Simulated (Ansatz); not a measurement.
The cluster MoS₃⁻. The state is a doublet with charge -1. Geometry PBE0-D4/def2-SVPD; atoms count from 1.

```xyz
4

Mo   -0.0006   -0.0006   -0.0017
S    -0.9807   -1.6778    0.9345
S     2.0304   -0.1910   -0.7002
S    -1.0491    1.8694   -0.2326
```

In the def2 sets Mo takes a core potential; there is no spin–orbit coupling. The structure comes from a short search, and lower isomers may exist.

(1) Estimate the Mulliken populations from the PBE0/def2-TZVPD orbitals of Ansatz.

(2) Where does the spin sit?

(3) And the Mayer bond orders between bonded heavy atoms (over 0.3)?

## Answers

(1) 
```csv
atom,charge (e),spin (α − β),d electrons
Mo1,0.77,1.54,4.25
S2,-0.59,-0.18,–
S3,-0.59,-0.18,–
S4,-0.59,-0.18,–
```
Mulliken values and Mayer orders depend strongly on the basis. With diffuse functions, as here, like atoms can get unlike values, and bond orders can come out too low or too high.

(2) Summed by element: Mo 1.54, S -0.54, of 1 unpaired in all. Largest on single atoms: Mo1 1.54, S2 -0.18, S4 -0.18.

(3) Mo1–S2 1.77 (2.16 Å); Mo1–S3 1.77 (2.16 Å); Mo1–S4 1.77 (2.16 Å).
